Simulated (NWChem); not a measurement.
# C3H3NOSi; SMILES C#C[SiH2]OC#N

```xyz
9

C      1.3644    -2.3989    -0.0781
C      0.4050    -1.6541    -0.0095
Si    -1.0245    -0.5367     0.1066
O     -0.5832     1.0021    -0.5115
C      0.3249     1.7851    -0.0671
N      1.1385     2.5220     0.3128
H      2.2156    -3.0555    -0.1395
H     -1.4436    -0.3567     1.5187
H     -2.1298    -0.9515    -0.7842
```
Atoms are numbered in this order, from 1.

Coordinates come from a PBE0/def2-SVP optimisation.

**Question.** Give the principal values of the shielding tensors (ppm) of C1, C2, Si3, O4, C5 from PBE0/pcSseg-1, GIAO (NWChem), with their diamagnetic and paramagnetic parts as GIAO splits them.

**Answer.** 
```tsv
atom	σ11	σ22	σ33	isotropic	diamagnetic	paramagnetic
C1	-11.1	-7.7	238.3	73.2	260.2	-187.1
C2	5.7	15.6	288.9	103.4	258.5	-155.1
Si3	343.7	372.1	434.1	383.3	880.5	-497.2
O4	235.8	263.2	348.2	282.4	397.4	-115.1
C5	-38.7	-37.9	287.9	70.4	258.5	-188.1
```
